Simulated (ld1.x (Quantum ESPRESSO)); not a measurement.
# W (Z = 74) PAW: all-electron and pseudo phase curves

tungsten, PAW, made with ld1.x (Quantum ESPRESSO) 7.5 (PBE, scalar-relativistic). Core [Kr] 4d10 4f14 5s2, reference 5p6 5d4 6s2 6p0. Waves: 6s (bound): rcut 1.95, rcutus 2.50 bohr; 6s channel at -0.05 Ry: rcut 1.95, rcutus 2.50 bohr; 5p (bound): rcut 1.65, rcutus 2.20 bohr; 6p (bound, empty): rcut 1.65, rcutus 2.20 bohr; 5d (bound): rcut 2.05, rcutus 2.70 bohr; 5d channel at 1.15 Ry: rcut 2.05, rcutus 2.70 bohr. Local part: all-electron potential smoothed inside 2.05 bohr (lloc = -1). Core correction: Bessel-smoothed model core inside 2.10 bohr. Augmentation charge: BG, radius 1.65 bohr.

The phase is arctan(r·u′/u) with u = r·R(r), unwrapped; energies in Ry, scanned from -5 to 5 Ry. A pole is an energy at which the radial function vanishes at the test radius. The pseudo phase is shifted by a multiple of π to meet the all-electron one at the reference energy, and phase errors are pseudo minus all-electron; the curves can meet again beyond the range given. Levels narrower than the energy grid can be missing from the lists of poles. Where the grid stepped over a known ghost or core level, its pole and its step of π were put in at the level’s energy.

| channel | radius (bohr) | reference energy (Ry) | poles, all-electron | poles, pseudo | unbroken range about the reference energy with phases within 0.05 rad | phase error 1 Ry above the reference energy (rad) |
| --- | --- | --- | --- | --- | --- | --- |
| s | 2.94 | -0.42 | 1.23 | -2.26, 1.23 | -2.3 to 3.5 | -0.000 |
| p | 2.94 | -0.10 | -3.14, 2.61 | -3.14, -1.26, 0.97 | -0.7 to 0.1 | -0.396 |
| d | 2.94 | -0.33 | 0.05 | -3.84, 0.02, 1.93 | -0.5 to 1.4 | -0.014 |

Note: ghost state, extra bound levels that the all-electron valence spectrum of the same l lacks: s at -30.7 eV (p, d not tested). A true bound ghost makes a file unfit for plane-wave use. Its overlap operator is not positive definite in a basis up to 400 Ry (lowest eigenvalue p -6.13, d -1.15), so the file is unfit for use: the generalised eigenproblem breaks down once the basis is large enough, and its test numbers describe a broken file.

Phases in the p channel:

```json
{"E (Ry)": "-5.00", "all-electron": "1.405", "pseudo": "4.550"}
{"E (Ry)": "-4.48", "all-electron": "1.393", "pseudo": "4.538"}
{"E (Ry)": "-3.96", "all-electron": "1.374", "pseudo": "4.521"}
{"E (Ry)": "-3.44", "all-electron": "1.319", "pseudo": "4.471"}
{"E (Ry)": "-2.92", "all-electron": "-1.736", "pseudo": "1.416"}
{"E (Ry)": "-2.40", "all-electron": "-1.791", "pseudo": "1.373"}
{"E (Ry)": "-1.88", "all-electron": "-1.833", "pseudo": "1.360"}
{"E (Ry)": "-1.36", "all-electron": "-1.890", "pseudo": "-1.420"}
{"E (Ry)": "-0.84", "all-electron": "-1.989", "pseudo": "-2.065"}
{"E (Ry)": "-0.32", "all-electron": "-2.212", "pseudo": "-2.224"}
{"E (Ry)": "0.20", "all-electron": "-2.946", "pseudo": "-3.050"}
{"E (Ry)": "0.72", "all-electron": "-4.081", "pseudo": "-4.480"}
{"E (Ry)": "1.24", "all-electron": "-4.457", "pseudo": "-4.892"}
{"E (Ry)": "1.76", "all-electron": "-4.599", "pseudo": "-5.321"}
{"E (Ry)": "2.28", "all-electron": "-4.677", "pseudo": "-6.463"}
{"E (Ry)": "2.80", "all-electron": "-4.731", "pseudo": "-7.290"}
{"E (Ry)": "3.32", "all-electron": "-4.777", "pseudo": "-7.540"}
{"E (Ry)": "3.84", "all-electron": "-4.824", "pseudo": "-7.650"}
{"E (Ry)": "4.36", "all-electron": "-4.882", "pseudo": "-7.713"}
{"E (Ry)": "4.88", "all-electron": "-4.972", "pseudo": "-7.755"}
```
